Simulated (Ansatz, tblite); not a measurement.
Cost and result up the ladder for anthraquinone, `O=C1c2ccccc2C(=O)c2ccccc21` (24 atoms). The state is a singlet with charge 0. Geometry: PBE-D4/def2-SVP.

Ansatz on 4 threads of Intel Xeon Platinum 8488C on a shared host; xTB runs through tblite on one thread. Times are rough, summed over both states, and most runs start from the orbitals of an earlier one. PBE0-D4/def2-SVP serves as the yardstick here, not as an exact answer. The other state is a doublet.

The xTB rows come from tblite.

Raw xTB energies of ions are shifted by several eV.

```csv
level,functions,wall time,vertical IE (eV),difference from PBE0-D4/def2-SVP (eV)
GFN2-xTB,72,0.041 s,13.12,3.95
GFN1-xTB,80,0.053 s,14.33,5.16
PBE-D4/def2-SVP,264,15 s,8.40,-0.77
PBE0-D4/def2-SVP,264,38 s,9.17,0.00
```
